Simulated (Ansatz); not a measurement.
`C[N]([AlH2])[AlH2]` + NH₃ → `[NH2][AlH2]` + `C[NH][AlH2]` at 298.15 K and 1 bar (ligand exchange at the Al–N bond).

Program: Ansatz. Geometries: PBE0-D4/def2-TZVP. ΔE: electronic, gas phase. CCSD(T)/CBS adds triple-zeta CCSD(T) − MP2 to the extrapolated MP2 energy (def2 sets, frozen cores). This one scheme is used for every species.

```tsv
species	CCSD(T)/CBS energy (Eh)	H − E (kJ/mol)	S (J/(mol·K))
`C[N]([AlH2])[AlH2]`	-581.02164	208.7	354.4
NH₃	-56.50880	100.5	192.4
`[NH2][AlH2]`	-299.14566	115.0	251.7
`C[NH][AlH2]`	-338.38977	194.1	292.2
```

H − E and S are ideal-gas, rigid-rotor, harmonic terms from PBE0-D4/def2-TZVP. 1 Eh = 2625.50 kJ/mol, R = 8.31446 J/(mol·K).

By hand: ΔE, ΔH, ΔS and ΔG.

ΔE = (-299.14566) + (-338.38977) − (-581.02164) − (-56.50880) = -0.00499 Eh = -13.1 kJ/mol. Δ(H − E) = 115.0 + 194.1 − 208.7 − 100.5 = -0.1, so ΔH = -13.2 kJ/mol. ΔS = 251.7 + 292.2 − 354.4 − 192.4 = -2.9 J/(mol·K). ΔG = -13.2 − 298.15 × (-2.9)/1000 = -12.3 kJ/mol.

By hand: the equilibrium constant, and the temperature at which ΔG would vanish if ΔH and ΔS stayed fixed.

log₁₀ K = −ΔG/(RT ln 10) = 2.2. ΔG = 0 at ΔH/ΔS = 4552 K, far beyond where these terms or the molecules hold.

The number of gas molecules stays the same, so ΔS is small and ΔH decides. A doubt of 5 kJ/mol in ΔE shifts log₁₀ K by 0.9 here. Modes under 60 cm⁻¹, often nearly free rotors, make the harmonic entropy too high. These are equilibria of isolated gas molecules and say nothing of rates. Largest T1 diagnostic: 0.012 (customary marks: 0.02 for closed shells, 0.045 for open ones).
